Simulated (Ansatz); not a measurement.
Cost and result for the atomization energy of CH8NPSSi (`CN[SiH](P)S`) (13 atoms, 12 bonds).

Cartesian coordinates in Å:
```
C -0.015 1.880 0.070
N 0.923 0.776 0.095
Si 0.470 -0.867 0.235
P -0.982 -1.303 -1.424
S -0.508 -1.483 2.054
H -0.293 2.233 1.070
H -0.933 1.570 -0.437
H 0.393 2.725 -0.492
H 1.821 1.026 0.481
H 1.731 -1.649 0.246
H -0.935 -2.703 -1.209
H 0.009 -1.310 -2.441
H -1.679 -0.896 1.753
```

The species carries charge 0 and has multiplicity 1. The structure was optimised at the PBE0-D4/def2-TZVP level. It is one conformer, not always the lowest. Program: Ansatz. All runs use 4 threads of an Arm Neoverse V2 on a shared host. Times are those of one run each, without the atoms' runs, and a repeat can differ threefold. Electronic energies, without spin–orbit coupling; frozen cores. CCSD(T)/CBS adds CCSD(T) − MP2 in def2-TZVPP to the MP2 limit, and its time is that of the two runs behind it. T1 = 0.012. B3LYP takes the VWN-RPA correlation (the form of Gaussian; ORCA's B3LYP/G).

CCSD(T)/CBS is a level of theory with its own doubt, some kJ/mol a heavy atom from the limit and from the frozen cores, so smaller differences don't rank the functionals.

```
                            level  functions  wall time
           LDA (SPW92)/def2-TZVPP        300      1.6 s
               BLYP-D4/def2-TZVPP        300      2.6 s
  PBE-D4/def2-TZVPP (with forces)        300        3 s
               PBE0-D4/def2-TZVPP        300      3.9 s
              BHLYP-D4/def2-TZVPP        300      4.1 s
                 CCSD(T)/def2-SVP        122        6 s
B3LYP-D4/def2-TZVPP (with forces)        300      6.5 s
               ωB97X-V/def2-TZVPP        300      9.5 s
                B97M-V/def2-TZVPP        300       11 s
 ωB97M-V/def2-TZVPP (with forces)        300       14 s
                   MP2/def2-QZVPP        564       27 s
               CCSD(T)/def2-TZVPP        300    3.9 min
                CCSD(T)/CBS(def2)          –    4.4 min
```

Question: What atomization energy does each give, and how far from CCSD(T)/CBS? (An estimate is asked.)

Answer: Computed: 
| level | atomization (kcal/mol) | difference from CCSD(T)/CBS | per bond |
| --- | --- | --- | --- |
| LDA (SPW92)/def2-TZVPP | 1167.0 | 142.8 | 11.9 |
| BLYP-D4/def2-TZVPP | 1023.8 | -0.4 | 0.0 |
| PBE-D4/def2-TZVPP (with forces) | 1037.9 | 13.7 | 1.1 |
| PBE0-D4/def2-TZVPP | 1023.7 | -0.5 | 0.0 |
| BHLYP-D4/def2-TZVPP | 1003.2 | -21.0 | -1.8 |
| CCSD(T)/def2-SVP | 943.3 | -80.9 | -6.7 |
| B3LYP-D4/def2-TZVPP (with forces) | 1028.0 | 3.8 | 0.3 |
| ωB97X-V/def2-TZVPP | 1035.2 | 11.0 | 0.9 |
| B97M-V/def2-TZVPP | 1032.9 | 8.7 | 0.7 |
| ωB97M-V/def2-TZVPP (with forces) | 1032.3 | 8.1 | 0.7 |
| MP2/def2-QZVPP | 1013.8 | -10.4 | -0.9 |
| CCSD(T)/def2-TZVPP | 991.8 | -32.4 | -2.7 |
| CCSD(T)/CBS(def2) | 1024.2 | 0.0 | 0.0 |

From PBE to PBE0 (25 % exact exchange), in def2-TZVPP and without D4, the atomization energy moves by −13.0 kcal/mol: exact exchange takes away binding that semilocal exchange gives to molecules. At CCSD(T), def2-SVP lies −80.8 kcal/mol from the extrapolated value and def2-TZVPP −32.4 kcal/mol: correlation converges slowly with the basis, and small sets miss more of it in the bonded molecule than in its fragments. In def2-TZVPP, CCSD(T) changes the Hartree–Fock value by +268.0 kcal/mol (the triples alone add +14.9 kcal/mol) and MP2 by +270.9 kcal/mol; breaking electron pairs costs correlation energy, which Hartree–Fock lacks.
